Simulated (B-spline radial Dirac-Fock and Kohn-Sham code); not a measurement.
## Auger decay of the 2p3/2 hole in Ho

System: atomic holmium, configuration [Xe] 4f11 5d1 6s1 (an excited configuration).

These are calculated numbers from a radial atomic solver; the model is a relativistic independent-particle model: LDA orbitals of the hole state, radiative multipoles to third order, Auger rates from the Coulomb interaction with a continuum orbital, Dirac-Fock energies. Kinetic energies are configuration averages from the vacuum level; the two-hole energies are estimated from single-hole states.

```tsv
transition	kinetic energy (eV)	width (meV)	share (%)
L3-M1M3	4154.6	95.9	3.0
L3-M2M3	4356.3	164	5.1
L3-M3M3	4536.3	213	6.6
L3-M2M5	4743.6	95.9	3.0
L3-M3M4	4887.4	233	7.2
L3-M3M5	4929.8	338	10.5
L3-M4M4	5236.4	35.4	1.1
L3-M4M5	5273.8	678	21.0
L3-M5M5	5313.9	445	13.8
L3-M1N3	5601.8	13.9	0.4
L3-M2N3	5811.0	24.8	0.8
L3-M3N1	5865.8	22.8	0.7
L3-M3N2	5949.7	34.7	1.1
L3-M2N5	5957.8	14.0	0.4
L3-M3N3	5991.5	77.8	2.4
L3-M3N4	6130.2	41.9	1.3
L3-M3N5	6137.8	59.3	1.8
L3-M5N2	6342.5	18.8	0.6
L3-M4N3	6345.2	33.0	1.0
L3-M5N3	6383.8	54.4	1.7
L3-M4N5	6492.0	89.2	2.8
L3-M5N4	6522.8	108	3.3
L3-M5N5	6531.0	133	4.1
L3-N4N5	7709.7	14.7	0.5
```

The listed channels hold 94 % of the non-radiative rate. Summed by principal shells, of 3.23 eV in all: LMM 72.3 %, LMN 24.2 %, LNN 2.0 %, LMO 1.2 %, LNO 0.2 %.
